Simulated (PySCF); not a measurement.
ClFH5NSi2, SMILES N[Si@@H](Cl)[SiH2]F. Atoms are numbered in the order given.

```xyz
10

N     -1.6234    -1.3503    -0.2648
Si    -0.7741     0.1400    -0.2787
Cl    -0.9587     1.3100     1.4711
Si     1.5347    -0.2094    -0.2857
F      2.0172    -1.0458    -1.6043
H     -1.3450    -2.1047     0.3557
H     -2.6236    -1.3766    -0.4425
H     -1.3360     0.9560    -1.3878
H      2.2600     1.0928    -0.2673
H      1.9033    -1.0022     0.9257
```

Coordinates come from a r2SCAN-D4/def2-SVP optimisation. The structure was generated by enumeration; whether it is a known compound was not checked. The values are those of a single conformer.

Two levels are set side by side: PBE/pcSseg-1 (PySCF) and B3LYP/pcSseg-1 (PySCF). GIAO shifts against CFCl3 (¹⁹F), HCl (³⁵Cl), NH3 (¹⁵N), TMS (²⁹Si), TMS (¹H) at the same level; non-relativistic, no solvent, atoms listed together averaged. Without spin–orbit terms, shifts of atoms bonded to Cl or Br come out too high at both levels. Differences are taken from unrounded values.

```tsv
quantity	B3LYP
δ(¹⁵N) of N1 (ppm)	41.9
δ(²⁹Si) of Si2 (ppm)	-14.0
δ(³⁵Cl) of Cl3 (ppm)	63.9
δ(²⁹Si) of Si4 (ppm)	-10.9
δ(¹⁹F) of F5 (ppm)	-252.1
δ(¹H) of H8 (ppm)	5.62
δ(¹H) of H9, H10 (ppm)	5.39
```

Task: What does PBE give, and how far is it from B3LYP? (Estimate from the structure and the level; the computed values follow.)

Result: 
```
quantity                   PBE  PBE minus B3LYP
----------------------  ------  ---------------
δ(¹⁵N) of N1 (ppm)        46.0              4.2
δ(²⁹Si) of Si2 (ppm)     -14.2             -0.2
δ(³⁵Cl) of Cl3 (ppm)      90.0             26.0
δ(²⁹Si) of Si4 (ppm)      -8.0              2.9
δ(¹⁹F) of F5 (ppm)      -274.3            -22.2
δ(¹H) of H8 (ppm)         5.93             0.31
δ(¹H) of H9, H10 (ppm)    5.70             0.31
```

Rough cost on one machine, each run with all the roots and properties that it gave: B3LYP against PBE within a factor of 2.
